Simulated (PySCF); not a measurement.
Sn(H)2(OH)2 (H4O2Sn), SMILES [OH][SnH2][OH].

Geometry: B3LYP-D3(BJ)/def2-SVP. The def2 effective core potentials stand for the cores of Sn; spin–orbit coupling is left out. Other conformers were not sampled.

Method: B3LYP/def2-TZVPD run with PySCF.

```
Item                                                                                                           Result
---------------------------------------------------------------------------------------------  ----------------------
total energy                                                                                       -367.32111 hartree
point group                                                                                                        C2
highest occupied level                                                                                       -8.30 eV
lowest empty level                                                                                           -1.13 eV
orbital gap                                                                                                   7.17 eV
dipole moment                                                                                                  0.77 D
quadrupole, principal values (traceless, Buckingham form, about the centre of nuclear charge)  -11.48, 4.33, 7.15 D·Å
mean static polarisability                                                                       50.5 bohr³ (7.49 Å³)
polarisability, principal values                                                               49.4, 49.8, 52.4 bohr³
```
